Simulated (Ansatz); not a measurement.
Calculated with Ansatz (gas phase, PBE0-D4/def2-TZVP geometries, no zero-point term in ΔE). CCSD(T)/CBS is the MP2 limit (def2-TZVPP, def2-QZVPP) plus CCSD(T) − MP2 in def2-TZVPP, frozen cores. This one scheme is used for every species, atoms too. For atomizations the MP2-based limit and the directly extrapolated one differ by several kJ/mol either way, and by 10 to 25 for some Ge, Se and Sn compounds, so smaller differences from it don't rank the levels. Open shells (•) are unrestricted, without spin–orbit coupling. Spin–orbit coupling would lower the free atoms: a little for C, Cl, O, Si. Each species was taken in one conformer, which may not be the lowest.

Consider the atomization: `OC1(Cl)C[SiH2]1` → 2 C• + Cl• + 5 H• + O• + Si•.

```tsv
species	SCS-MP2/def2-QZVPP energy (Eh)
`OC1(Cl)C[SiH2]1`	-902.94498
C•	-37.76798
Cl•	-459.66734
H•	-0.49998
O•	-74.97413
Si•	-288.92213
```

(1) Work out ΔE.

Largest T1 diagnostic among the species: 0.012.

Results:

(1) ΔE = 5 × (-0.49998) + 2 × (-37.76798) + (-459.66734) + (-74.97413) + (-288.92213) − (-902.94498) = 1.34552 Eh = +3532.7 kJ/mol. CCSD(T)/CBS gives +3526.1 kJ/mol.

From PBE to PBE0 (25 % exact exchange), in def2-TZVPP and without D4, ΔE moves by −74.1 kJ/mol: exact exchange takes away binding that semilocal exchange gives to molecules. Leaving LDA and LC-ωPBE aside and taking each functional with its dispersion term where it has one, the values, not all of them listed here, spread over 235.8 kJ/mol, from BHLYP-D4 to PBE-D4. LDA lies +519.8 kJ/mol from PBE without D4, its usual overbinding.
